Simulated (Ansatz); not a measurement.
## A geometry optimisation of AlFH4InN with B3LYP-D3(BJ)/def2-SVP

The starting geometry of this gas-phase singlet was optimised with GFN2-xTB.

```yaml
atoms:
  - { symbol: Al, position_ang: [-0.0819, 0.0670, 0.1921] }
  - { symbol: F, position_ang: [-0.5057, -0.2933, -1.4781] }
  - { symbol: In, position_ang: [1.8567, -0.9420, -1.6728] }
  - { symbol: N, position_ang: [-1.4395, 0.6825, 1.1571] }
  - { symbol: H, position_ang: [-2.3884, 0.8510, 0.8470] }
  - { symbol: H, position_ang: [-1.3932, 0.9324, 2.1348] }
  - { symbol: H, position_ang: [1.1904, 1.0532, -0.1010] }
  - { symbol: H, position_ang: [0.5764, -1.3804, 0.5795] }
```

Problem. Predict what becomes of its bonds when it is optimised with B3LYP-D3(BJ)/def2-SVP.

Solution. A new bond forms, giving a structure with F2 bridging Al1 and In3, H7 bridging Al1 and In3, given below by its coordinates. Contacts that close: In3–H7 (2.63 → 2.14 Å).

The energy falls by 0.27 eV over 35 steps:

```
step  E − E(last) (eV)
   1             0.273
   5             0.164
   9             0.162
  12             0.160
  16             0.147
  20             0.118
  24             0.010
  27             0.000
  31             0.000
  35             0.000
```

Final geometry (Å):

```xyz
8

Al   -0.0538   -0.3110    0.4314
F    -0.3342   -0.8507   -1.2566
In    1.4402    0.2154   -2.2675
N    -1.3812    0.7221    1.0394
H    -1.8676    1.4626    0.5447
H    -1.7637    0.6324    1.9756
H     1.3023    0.5895   -0.1612
H     0.4730   -1.4898    1.3527
```

Frequencies at the end are all real (lowest 69 cm⁻¹). Atoms past krypton carry core potentials, without spin–orbit terms. Run with Ansatz 0.2.0, 81 s on 1 thread of Intel(R) Xeon(R) 6975P-C (Granite Rapids), on a shared host.
